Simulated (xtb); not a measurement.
BrH₃SeSi, SMILES [SiH3][Se]Br. All values are semi-empirical tight-binding results from xtb (GFN2-xTB unless named), good for trends rather than for accurate numbers. Coordinates come from a GFN2-xTB optimisation. The structure was generated by enumeration, and PubChem lists no compound with its InChIKey, so it may never have been made.

```
Property                                       Result
--------------------------------------  -------------
orbital gap                                   2.65 eV
zero-point energy                       15.8 kcal/mol
G − E(el) at 298.15 K (modified RRHO)   -4.2 kcal/mol
static polarisability (D4 model)           78.0 bohr³
solvation energy, GFN2-xTB/ALPB(water)  -0.3 kcal/mol
solvation energy, GFN2-xTB/ALPB(dmf)    -4.7 kcal/mol
```
